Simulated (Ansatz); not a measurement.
PBE exchange is replaced step by step with exact exchange (0 % is PBE, 25 % PBE0; no dispersion term), basis def2-TZVP, Ansatz. System: SnH3(NHMe) (CH7NSn). Charge 0, multiplicity 1. Geometry: B3LYP-D4/def2-SVP.

Geometry of the singlet:

```csv
atom,x (Å),y (Å),z (Å)
Sn1,0.217,1.353,-0.759
H2,-0.944,2.144,-1.747
H3,0.668,2.304,0.599
H4,1.629,0.963,-1.684
N5,-0.740,-0.298,0.007
C6,-0.028,-1.228,0.869
H7,-1.294,-0.787,-0.694
H8,0.749,-1.848,0.371
H9,0.477,-0.679,1.683
H10,-0.735,-1.924,1.356
```

In the def2 sets Sn takes a core potential; there is no spin–orbit coupling.

```tsv
exact exchange (%)	HOMO (eV)	LUMO (eV)	gap (eV)
0	-5.08	-0.90	4.18
5	-5.35	-0.74	4.61
10	-5.61	-0.58	5.03
15	-5.88	-0.42	5.46
25	-6.43	-0.12	6.31
35	-6.98	0.18	7.16
50	-7.82	0.62	8.43
```
